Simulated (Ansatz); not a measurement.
SiGe₂H₈⁻, that is Si(GeH3)2H2 with one electron more. Charge -1, multiplicity 2. Geometry PBE0-D4/def2-SVP, that of the neutral singlet; atoms count from 1.

```xyz
11

Si   -0.263   -0.043    0.952
Ge   -1.237    1.430   -0.649
H    -0.136    2.188   -1.416
H    -2.156    2.462    0.032
H    -2.072    0.629   -1.667
Ge    1.427   -1.400   -0.039
H     2.580   -0.515   -0.549
H     0.851   -2.183   -1.234
H     1.996   -2.408    0.977
H    -1.331   -0.917    1.531
H     0.341    0.759    2.062
```

The highest occupied level of the charge -1 doublet lies above zero (up to 2.17 eV). By energy differences it is unbound by 0.93 eV (vertical, to the charge 0 singlet, at PBE0-D4/def2-TZVPD) and held by the finite basis.

Q: Estimate the Mulliken populations from the PBE0/def2-TZVPD orbitals of Ansatz.

A: 
```
atom  charge (e)  spin (α − β)
 Si1        0.08         -0.10
 Ge2       -0.86          0.54
  H3        0.13         -0.03
  H4        0.08          0.07
  H5        0.13         -0.04
 Ge6       -0.88          0.56
  H7        0.13         -0.03
  H8        0.13         -0.03
  H9        0.09          0.07
 H10       -0.02          0.00
 H11       -0.02          0.00
```
Mulliken values and Mayer orders depend strongly on the basis. With diffuse functions, as here, like atoms can get unlike values, and bond orders can come out too low or too high.

Q: Where does the spin sit?

A: Summed by element: Si -0.10, Ge 1.10, H 0.00, of 1 unpaired in all. Largest on single atoms: Ge6 0.56, Ge2 0.54, Si1 -0.10.

Q: And the Mayer bond orders between bonded heavy atoms (over 0.3)?

A: Si1–Ge2 0.81 (2.38 Å); Si1–Ge6 0.82 (2.38 Å). Values over 0.3 also appear between atoms too far apart for a bond (Ge2–Ge6 0.73 at 3.93 Å); they arise where an orbital or an unpaired electron spreads over both atoms.
